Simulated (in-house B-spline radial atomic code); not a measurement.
A calculation on neutral thallium: its settings, and results tabulated from the run. Computed with a B-spline radial code for spherical atoms: scalar-relativistic (X2C) RPBE, spin-polarised, spherical fractional occupations, Fermi nucleus of rms radius 5.4759 fm.

Command:
```bash
python run_scf.py task.json out
```
Settings (nuclear radius in fm, mass in u):
```
Z                81
configuration    [Xe] 4f14 5d10 6s2 6p1
hamiltonian      x2c
method           rpbe,pbe
spin_polarised   True
nucleus          fermi
rms_radius       5.4759
atomic_mass      204.97443
speed_of_light   137.035999084
```

Output (hartree, bohr):
```
 radial grid: 77 intervals, B-splines of order 8, outer radius 50 bohr

 iter        energy (Eh)    residual
    1      -20248.676434    7.73e-01
    2      -20245.727193    2.87e-01
    3      -20249.957327    1.05e-01
    4      -20250.493918    2.97e-02
    5      -20250.468688    4.27e-02
    6      -20250.518653    2.49e-03
    7      -20250.518939    1.35e-03
    8      -20250.519035    9.42e-05
    9      -20250.519036    5.23e-06
   10      -20250.519036    6.16e-07

 total energy                    -20250.51904
 kinetic                           23474.9039
 electron-nucleus                 -51196.6180
 Hartree                            7858.5711
 exchange-correlation               -387.3761

 orbital      occ     eigenvalue          <r>       <r^2>       <1/r>       r_max
 1s up      1.000     -3134.0842    0.0154587 0.000338537     111.111    0.009027
 1s down    1.000     -3134.0839    0.0154587 0.000338537     111.111    0.009027
 2s up      1.000      -557.9292    0.0678706  0.00552038      26.166     0.05795
 2s down    1.000      -557.9292    0.0678706  0.00552038      26.166     0.05795
 2p up      3.000      -482.2751    0.0616827   0.0046705     20.9577     0.04763
 2p down    3.000      -482.2750    0.0616828   0.0046705     20.9577     0.04763
 3s up      1.000      -133.2026     0.177002   0.0359828     9.37047      0.1641
 3s down    1.000      -133.2025     0.177002   0.0359828     9.37046      0.1641
 3p up      3.000      -111.2976     0.178344   0.0369996     8.00084      0.1634
 3p down    3.000      -111.2975     0.178344   0.0369996     8.00084      0.1634
 3d up      5.000       -87.5137     0.162383   0.0308731     7.38344      0.1333
 3d down    5.000       -87.5136     0.162383   0.0308731     7.38344      0.1333
 4s up      1.000       -29.7297     0.391669    0.173319     3.91134      0.3695
 4s down    1.000       -29.7295     0.391668    0.173318     3.91135      0.3695
 4p up      3.000       -22.5022     0.416521    0.197332     3.39583      0.3886
 4p down    3.000       -22.5020     0.416519    0.197329     3.39584      0.3886
 4d up      5.000       -13.7393     0.439956    0.223585     3.01436       0.396
 4d down    5.000       -13.7391     0.439952    0.223581     3.01439       0.396
 5s up      1.000        -4.7884     0.878632    0.865736      1.5894      0.8096
 5s down    1.000        -4.7882     0.878668    0.865781     1.58927      0.8096
 5p up      3.000        -2.8068      1.00612     1.14358     1.33144      0.9037
 5p down    3.000        -2.8067      1.00593     1.14295     1.33151      0.9038
 4f up      7.000        -4.1799     0.467941    0.263228     2.60381      0.3583
 4f down    7.000        -4.1797     0.467938    0.263225     2.60383      0.3583
 5d up      5.000        -0.5664       1.3953     2.29506    0.946983       1.117
 5d down    5.000        -0.5632      1.38682     2.26178    0.951202       1.116
 6s up      1.000        -0.3537      2.49303     7.10042    0.515919       2.086
 6s down    1.000        -0.3342      2.47933     7.04035    0.520832       2.066
 6p up      1.000        -0.0943      3.83004      17.454    0.333911       2.914
```

Run time, properties included: 0.31 s on 1 thread of Intel(R) Xeon(R) 6975P-C (shared host).

One-electron X2C: radii and densities carry no picture-change correction, so inner-shell <1/r> comes out high (for 1s by about 2 % at Z = 33, 5 % at 54, 10 % at 75, 30 % at 118) and <r> low.
